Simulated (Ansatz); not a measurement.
The same path of F4Ge + HO (7 atoms, charge 0, multiplicity 2) was run twice with different band settings. Lost on the way: Ge1–F2. Made: F2–O6.

Theory: UKS BHLYP-D4/def2-SVP (Ansatz 0.2.0).

Relaxed end points:

```xyz
7
Properties=species:S:1:pos:R:3
Ge -0.100 -0.325 0.421
F -0.680 -1.692 1.231
F 1.575 -0.108 0.416
F -0.975 1.086 0.784
F -0.480 -0.622 -1.204
O 0.398 0.104 2.777
H -0.253 0.756 3.084
```

```xyz
7
Properties=species:S:1:pos:R:3
Ge 0.627 -0.317 0.093
F -0.565 -1.336 2.252
F 1.686 0.419 -1.039
F 0.212 0.986 1.168
F -0.821 -0.646 -0.756
O -0.979 -0.341 3.144
H -0.673 0.434 2.646
```

Common settings: movable images 7; climbing image yes; spring 5.0 eV/Å²; optimiser quadratic models (default); start path through a guess of the saddle point; iteration limit 60; end points relaxed.

| run | force threshold |
| --- | --- |
| 1 | 0.05 eV/Å |
| 2 | 0.5 eV/Å |

Task: What does each run give, and how far can it be trusted?

Result: Run 1: converged after 36 iterations, highest image 4.013 eV above the first end. Neighbouring images differ by up to 3.2 eV, so the band resolves the path poorly. A vibrational analysis at the climbing image gives 2 clearly imaginary modes (852i, 41i cm⁻¹): a point of higher order. A lower path may pass nearby, or the ends, which weren't checked, may share the extra mode.
Run 2: converged after 19 iterations, highest image 3.631 eV above the first end. The threshold of 0.5 eV/Å is loose, so the images may lie well off the minimum-energy path. Neighbouring images differ by up to 2.3 eV, so the band resolves the path poorly. The order of the point at the top wasn't checked.
